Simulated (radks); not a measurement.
Q: Numerical settings for the tin ion Sn+, [Kr] 4d10 5s2 5p1. Calculated with a radial shooting solver on a logarithmic mesh with Libxc functionals: Dirac Kohn-Sham, PBE, spin-unpolarised, spherical densities, finite nucleus; open shells fill j = l - 1/2 first; Fermi nuclear charge, rms radius 4.6519 fm. The defaults (mesh step 0.008 in ln r, mesh end at 40 bohr or more with all orbitals vanishing there, Anderson mixing 0.5 over 9 steps, residual threshold near 1e-9 with the energy settled to 1e-9 hartree or 1e-11 of itself, here a cap of 93 iterations) give E = -6178.6008 hartree and 5p1/2 at -10.559 eV in 14 iterations. Run on one thread of a shared host, so times are rough (Arm Neoverse V1): 0.14 s of CPU time, 0.14 s wall, 14 iterations on 2314 mesh points. One setting is changed at a time: mesh step in ln r 0.05; mesh step in ln r 0.012; mesh step in ln r 0.003; mesh end (bohr) 400; mesh end (bohr) 3; residual threshold 0.001; residual threshold 1e-13; mixing 0.01; linear mixing, mixing 0.8; linear mixing, mixing 0.05; mixing history 2; iteration cap 8. Which runs fail to converge, and which converge to a wrong energy?

A: Not converged within the cap: linear mixing, mixing 0.05; iteration cap 8. Settled on a wrong energy, with an occupied level pushed above zero by the early mesh end: mesh end (bohr) 3 (+1.41 hartree). Apart from these: no run marked as converged misses the energy by more than 1 mhartree.
